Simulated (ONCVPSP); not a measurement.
## How hard is this Cr ONCV potential?

```json
{"Element": "chromium", "Generator": "ONCVPSP 4.0.1", "Type": "optimised norm-conserving Vanderbilt (ONCV)", "Functional": "PBEsol", "Relativity": "scalar-relativistic", "Frozen core": "[Ne]", "Valence charge": "14", "Reference configuration": "3s2 3p6 3d5.5 4s0.5", "Partial waves": "3s+4s: rc 1.50 bohr, ncon 4, nbas 8, qcut 6.6 1/bohr, 3 projectors, debl 3.6 Ha; 3p: rc 1.05 bohr, ncon 4, nbas 8, qcut 7.6 1/bohr, 2 projectors, debl 1 Ha; 3d: rc 1.60 bohr, ncon 5, nbas 10, qcut 9.2 1/bohr, 2 projectors, debl 3.7 Ha", "Local potential": "polynomial inside 0.70 bohr (lpopt 5, dvloc0 0 Ha)", "Core correction": "none"}
```

In the p channel the program set the typed energies aside and used -1.619, 0.250 Ha.

Task: For each optimised wave give the share of its norm inside rc, the residual kinetic energy above qcut (Ha) and the cutoffs (Ha) for errors of 10, 1, 0.1 and 0.01 mHa per electron.

Result:

```
         wave  norm inside rc  residual KE  10 mHa  1 mHa  0.1 mHa     0.01 mHa
           3s           0.943      6.8e-05     7.0   15.2     20.7         72.4
           4s           0.034      3.9e-05     5.0    8.0     19.4         37.7
s projector 3           0.090      7.4e-04     9.3   20.9     38.1         73.2
           3p           0.642      1.8e-04    19.4   24.7     43.2        172.9
p projector 2           0.050      3.3e-05    15.0   21.1     26.2         47.1
           3d           0.620      9.8e-05    30.0   36.0     43.6  not reached
d projector 2           0.202      8.9e-04    35.2   42.5    125.7        181.0
```

The occupied waves need 36 Ha and 44 Ha for 1 and 0.1 mHa. 3 of 4 tests not solved or not reliable.
